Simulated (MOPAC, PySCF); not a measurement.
Molecule: C$_{4}$H$_{2}$BrSe (charge 0, doublet). SMILES: Brc1[c][se]cc1
Coordinates optimised at B3LYP-D3(BJ)/def2-TZVP (Ansatz):
```
C
C 1 1.3553
H 2 1.0780 1 127.57
H 1 1.0811 2 123.58 3 0.00
C 1 1.4386 4 121.88 2 -180.00
C 5 1.3401 1 113.40 4 180.00
Se 6 1.8565 5 114.62 1 0.00
Br 5 1.8961 6 124.08 7 -180.00
```
Charge 0, spin multiplicity 2.

Unscaled harmonic wavenumbers (cm⁻¹) in rising order, each level at the stationary point that it reaches from this structure (no distance between atoms moves by over 0.3 Å); the order of modes can differ between levels, and a negative number is imaginary. B3LYP-D3(BJ)/def2-TZVP (PySCF, at the structure above): 126, 204, 278, 380, 495, 525, 665, 689, 777, 842, 885, 1091, 1132, 1317, 1450, 1556, 3199, 3243.

PM3 (MOPAC): 131, 173, 265, 317, 470, 522, 645, 721, 731, 849, 921, 1043, 1112, 1400, 1509, 1685, 3090, 3170. Zero-point energy 26.8 against 27.0 kcal/mol; where all levels lie over 400 cm⁻¹, the wavenumbers are on average 1.001 times those of B3LYP-D3(BJ)/def2-TZVP.

PM6 (MOPAC): 149, 212, 285, 346, 484, 530, 696, 768, 815, 827, 925, 1085, 1190, 1264, 1563, 1668, 2747, 2758. Zero-point energy 26.2 against 27.0 kcal/mol; where all levels lie over 400 cm⁻¹, the wavenumbers are on average 1.006 times those of B3LYP-D3(BJ)/def2-TZVP.
